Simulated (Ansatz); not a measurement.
Gas-phase electronic energies from Ansatz, PBE0-D4/def2-TZVP geometries. CBS: MP2 limit from def2 TZ/QZ plus the TZ coupled-cluster correction, frozen cores. Functionals use def2-TZVPP. For Ge outer-core shells are correlated without core-valence functions, which leaves a few kJ/mol of doubt a bond. Scalar relativity is left out up to krypton. One conformer a species, not always the lowest.

`B[SiH](O)[SiH3]` + `C[NH][GeH3]` → `C[N]([SiH3])[GeH3]` + `B[SiH2]O`  (cleavage of the Si–Si bond)

```csv
level,ΔE (eV)
r2SCANh-D4,-0.44
r2SCAN0-D4,-0.47
PBE0,-0.34
BHLYP,-0.57
RPA@PBE/def2-TZVPP,-0.59
MP2/def2-SVP,-0.63
SCS-MP2/def2-TZVPP,-0.68
CCSD/CBS(def2),-0.57
```

(1) What does CCSD(T)/CBS give? (Estimate.)

(2) What do rigid-rotor, harmonic-oscillator terms from PBE0-D4/def2-TZVP frequencies (298.15 K, 1 bar) make of the CCSD(T)/CBS value? (An estimate is asked.)

Largest T1 diagnostic among the species: 0.014.

Results:

(1) Computed: -0.55 eV. The listed levels differ from it by 0.11, 0.08, 0.21, -0.02, -0.04, -0.08, -0.13, -0.02 eV.

(2) Ansatz gave: ΔZPE = -0.06 eV, ΔH = -0.61 eV, ΔS = -4 J/(mol·K), ΔG = -0.60 eV.

From PBE to PBE0 (25 % exact exchange), in def2-TZVPP and without D4, ΔE moves by −0.09 eV. The D4 term adds −0.04 eV with B3LYP and −0.02 eV with PBE0; it sums over pairs of atoms, weighted by their polarisabilities, and B3LYP, whose exchange is more repulsive, gets the larger term.

B3LYP here is the variant with VWN-RPA as its local correlation; programs differ in this.
